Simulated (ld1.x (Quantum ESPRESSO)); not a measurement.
Ga: variants of one TM potential

Base potential:

* Element: gallium
* Generator: ld1.x (Quantum ESPRESSO) 7.5
* Type: norm-conserving Troullier–Martins (Kleinman–Bylander form)
* Functional: PBE
* Relativity: scalar-relativistic
* Frozen core: [Ar] 3d10
* Valence charge: 3
* Reference configuration: 4s2 4p1
* Partial waves: 4s (bound): rc 1.80 bohr; 4p (bound): rc 2.25 bohr
* Local potential: all-electron potential smoothed inside 2.20 bohr (lloc = -1)
* Core correction: a·sin(br)/r model core, default radius (core density twice the valence density)

All-electron outer shells of the reference configuration (PBE, scalar-relativistic, ld1.x):

```
shell  level (eV)  outermost node (bohr)  outermost maximum (bohr)
   3p      -98.86                   0.24                      0.56
   3d      -19.15                      –                      0.53
   4s       -8.95                   0.81                      1.90
   4p       -2.58                   0.87                      2.53
```

Cutoffs, loose and tight: the cutoffs (Ry, on a coarse ladder) from which the occupation-weighted sum of valence levels, in a spherical-Bessel basis at the reference potential, stays within 10 and 1 mRy of its value at 400 Ry. They do not see the model core or the augmentation charge, which bear on the density cutoff. Test errors are all-electron minus pseudo excitation energies from the reference, over the configurations 4s2 4p0; 4s1 4p0; 4s2 4p0.5; 4s1 4p2; 4s2 4p1.3; 4s1 4p1; 4s0 4p3. A dash means not determined; rows that change the core or the reference have their own tests.

The default core radius of the base comes out at 1.55 bohr.

| change | outcome | cutoff, loose | cutoff, tight | bound ghosts | largest test error (meV) |
| --- | --- | --- | --- | --- | --- |
| base | generated | 15 Ry | 35 Ry | none | -174 |
| reference 4s2 4p0.75 | generated | 15 Ry | 35 Ry | none | -161 |
| local potential all-electron potential smoothed inside 2.60 bohr (lloc = -1) | generated | 15 Ry | 35 Ry | none | -181 |
| wave 4p (bound): rc 2.25 bohr becomes 4p (bound): rc 2.66 bohr | generated | 15 Ry | 35 Ry | none | -179 |
| all radii but the core radius scaled by about 1.22 (s 2.20, p 2.76 bohr); local potential all-electron potential smoothed inside 2.68 bohr (lloc = -1) | generated | 12 Ry | 30 Ry | none | -192 |
| local potential all-electron potential smoothed inside 1.55 bohr (lloc = -1) | generated | 15 Ry | 35 Ry | none | -163 |
| core correction a·sin(br)/r model core inside 2.12 bohr | generated | 15 Ry | 35 Ry | none | -162 |

(1) What comes out with this change to the base: wave 4s (bound): rc 1.80 bohr becomes 4s (bound): rc 2.36 bohr?

(2) What comes out with this change to the base: type RRKJ; local potential the s channel; rho0 0.001?

(3) What comes out with this change to the base: reference 4s1 4p2?

Answers

(1) outcome: generated; cutoff, loose: 10 Ry; cutoff, tight: 25 Ry; bound ghosts: none; largest test error (meV): -178.

(2) outcome: generated; cutoff, loose: 18 Ry; cutoff, tight: 35 Ry; bound ghosts: none; largest test error (meV): -171.

(3) outcome: generated; cutoff, loose: 12 Ry; cutoff, tight: 35 Ry; bound ghosts: none; largest test error (meV): -83.
